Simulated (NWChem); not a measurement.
System: C₂HAlN₂O₂; SMILES O=C=[N][AlH][N]=C=O

Input file for NWChem:

```
start job
memory heap 200 mb stack 900 mb global 1100 mb
geometry units angstroms noautoz
  Al    -1.141109     0.006657     0.000000
  H     -2.715044     0.009198     0.000000
  N     -0.217983     0.006117    -1.520730
  C      0.409424     0.000516    -2.560139
  O      1.017210    -0.005019    -3.572752
  N     -0.217983     0.006117     1.520730
  C      0.409424     0.000516     2.560139
  O      1.017210    -0.005019     3.572752
end
basis spherical
  Al library def2-svp
  H library def2-svp
  N library def2-svp
  C library def2-svp
  O library def2-svp
end
dft
  xc slater vwn_5
  iterations 150
  mulliken
end
task dft energy
```

All runs use the structure optimised with PBE-D3(BJ)/def2-SVP.

### Question
What results follow from this input? (LDA (Slater exchange, VWN5)/def2-SVP.) Quantities: energy (Ha); highest occupied level (eV); orbital gap (eV); dipole (D).

### Answer
```
Item                           Value
---------------------------  -------
energy (Ha)                  -575.33
highest occupied level (eV)    -7.45
orbital gap (eV)                4.79
dipole (D)                      1.73
```
